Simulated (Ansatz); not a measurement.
Reactions of C2H6ClFGe, SMILES `C[CH2][GeH]([F])[Cl]`.

Computed with Ansatz on PBE0-D4/def2-TZVP structures; ΔE is electronic, products minus reactants. CCSD(T)/CBS is the MP2 limit (def2-TZVPP, def2-QZVPP) plus CCSD(T) − MP2 in def2-TZVPP, frozen cores. This one scheme is used for every species. Functionals use def2-TZVPP. B3LYP here is the variant with VWN-RPA as its local correlation; programs differ in this. Elements past krypton have def2 core potentials. For Ge, Nb outer-core shells are correlated without core-valence functions, which leaves a few kJ/mol of doubt a bond. Scalar relativity is left out up to krypton. Each species was taken in one conformer, which may not be the lowest.

| reaction | PBE0-D4 (kcal/mol) | CCSD/CBS(def2) (kcal/mol) | B3LYP-D4 (kcal/mol) |
| --- | --- | --- | --- |
| `C[CH2][GeH]([F])[Cl]` + `B1CN1` → `CCN1BC1` + `[F][GeH2][Cl]` | 10.3 | 11.6 | 9.9 |
| `C[CH2][GeH]([F])[Cl]` + `BN` → `BNCC` + `[F][GeH2][Cl]` | 14.8 | 15.8 | 14.6 |
| `C[CH2][GeH]([F])[Cl]` + `[CH3][Nb](=[NH])([NH2])[F]` → `C[N]=[Nb]([CH3])([NH2])[F]` + `[CH3][GeH]([F])[Cl]` | 0.1 | 1.2 | -0.2 |
| `C[CH2][GeH]([F])[Cl]` + CH₃OH → `C[O][GeH]([F])[Cl]` + `CC` | -8.8 | -9.2 | -10.6 |
| `C[CH2][GeH]([F])[Cl]` + `OCS` → `COCS` + `[CH3][GeH]([F])[Cl]` | 4.4 | 5.5 | 3.2 |
| `C[CH2][GeH]([F])[Cl]` + H₂ → `[F][GeH2][Cl]` + `CC` | -5.0 | -4.8 | -5.2 |

Give the CCSD(T)/CBS values in the same order. (An estimate is asked.)

Ansatz gave: 11.7, 16.0, 0.9, -9.2, 5.3, -3.5 kcal/mol.

Largest T1 diagnostic: 0.020, for `[CH3][Nb](=[NH])([NH2])[F]`.
